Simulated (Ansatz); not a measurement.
C$_{2}$H$_{4}$FNSi (`N=C=C(F)[SiH3]`) at its PBE0-D4/def2-TZVP geometry, where that method's forces vanish. The species carries charge 0 and has multiplicity 1.

| atom | x (Å) | y (Å) | z (Å) |
| --- | --- | --- | --- |
| N1 | -1.743 | -0.400 | -1.680 |
| C2 | -0.977 | 0.172 | -0.927 |
| C3 | -0.221 | 0.709 | 0.007 |
| F4 | -0.276 | 2.055 | 0.203 |
| Si5 | 0.935 | -0.298 | 1.058 |
| H6 | -1.418 | -0.529 | -2.638 |
| H7 | 0.581 | -0.155 | 2.493 |
| H8 | 2.337 | 0.152 | 0.864 |
| H9 | 0.779 | -1.707 | 0.620 |

For each bond, give half the difference of the two atoms' forces along it (eV/Å; positive pushes the atoms apart) under PBE-D4, r2SCAN-D4, B3LYP-D4, ωB97M-V in def2-TZVPP. (Estimate.)

Computed: 
| bond | length (Å) | PBE-D4 | r2SCAN-D4 | B3LYP-D4 | ωB97M-V |
| --- | --- | --- | --- | --- | --- |
| N1–C2 | 1.218 | 0.59 | 0.20 | 0.14 | 0.13 |
| N1–H6 | 1.020 | 0.14 | -0.01 | -0.03 | -0.09 |
| C2–C3 | 1.315 | -0.09 | -0.05 | -0.18 | -0.11 |
| C3–F4 | 1.361 | 0.51 | 0.39 | 0.45 | 0.32 |
| C3–Si5 | 1.859 | -0.23 | -0.18 | -0.02 | 0.00 |
| Si5–H7 | 1.485 | 0.09 | -0.01 | -0.08 | -0.14 |
| Si5–H8 | 1.486 | 0.08 | -0.01 | -0.08 | -0.13 |
| Si5–H9 | 1.483 | 0.08 | -0.01 | -0.06 | -0.10 |

B3LYP here is the variant with VWN-RPA as its local correlation; programs differ in this.
